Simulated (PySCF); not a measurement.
# Potential energy of GdN along the bond

Set-up: Gd x2c-TZVPall, N x2c-TZVPall; spin-free X2C with a Gaussian nucleus (PySCF 2.14). Energies in eV from Gd (4f7 5d1 6s2) + N in their ground configurations at the same level. State: octet, about 7.2 electrons in the 4f shell (Mulliken).

All columns are PBE0. A positive dipole means Gd(−)N(+).

```tsv
R (Å)	E (eV)	μ (D)	Mulliken charge on Gd (basis-dependent)	HOMO (eV)	LUMO (eV)	Mayer bond order	⟨S²⟩
1.511	-2.814	-5.61	0.48	-4.13	-1.70	2.99	15.77
1.581	-3.687	-6.24	0.53	-4.22	-1.84	2.97	15.78
1.652	-4.173	-6.78	0.57	-4.25	-1.99	2.96	15.78
1.704	-4.344	-7.09	0.60	-4.26	-2.11	2.94	15.79
1.757	-4.389	-7.26	0.62	-4.25	-2.22	2.93	15.80
1.810	-4.338	-7.20	0.64	-4.25	-2.34	2.90	15.84
1.880	-4.176	-6.13	0.64	-4.31	-2.56	2.80	16.04
1.968	-3.940	-4.15	0.59	-4.63	-2.78	2.33	16.64
2.073	-3.572	-4.63	0.57	-4.81	-2.67	2.18	16.78
2.214	-2.956	-4.98	0.53	-4.95	-2.54	1.98	16.99
```

A fit through these points gives, at Re = 1.752 Å, μ = -7.28 D and dμ/dR = -2.42 D/Å; the reduced mass is 12.86 u.

Problem. How strong is the fundamental in the double-harmonic approximation, I = 42.26·(dμ/dR)²/μred km/mol?

Solution. I = 42.26·(-2.42)²/12.86 = 19.2 km/mol at PBE0.

⟨S²⟩ of the unrestricted solution departs from its pure value on part of the curve, where spin states mix. Spin–orbit coupling is left out, which matters for elements this heavy, above all for dissociation energies. With d or f electrons several states lie close, and the lowest PBE0 determinant need not be the measured ground state.
